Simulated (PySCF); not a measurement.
Coordinates in bohr (charge 0 multiplicity 1):
```
Sb   -2.0359    0.0000    0.0000
N    -5.4987    0.0000    0.0000
I     1.2825   -3.9287    0.0000
I     1.2825    3.9287    0.0000
```

Level of theory: PySCF, PBE0, basis Sb def2-SVP with ECP28, N def2-SVP, I def2-SVP with ECP28 (scalar-relativistic core potentials, no spin–orbit coupling, density fitting).

This geometry of SbNI₂ is a stationary point at this level.

What is the point group?

C2v.

Is it a minimum?

Yes: all harmonic wavenumbers are real.

List the harmonic modes with their infrared intensities.


```tsv
symmetry	ω (cm⁻¹)	IR (km/mol)
a1	65	0.1
b1	70	7.1
b2	127	6.4
a1	187	6.4
b2	201	64.8
a1	881	7.9
```

Give the ideal-gas entropy at 298.15 K and 1 bar by parts.

translation 183.2, rotation 126.8, vibration 66.7, spin 0.0; total 376.8 J/(mol K).

In C2v the vibrations span 3a1 + b1 + 2b2. Here b1 is antisymmetric to the molecular plane and b2 lies in it.

Other isomers or separated fragments may lie lower.
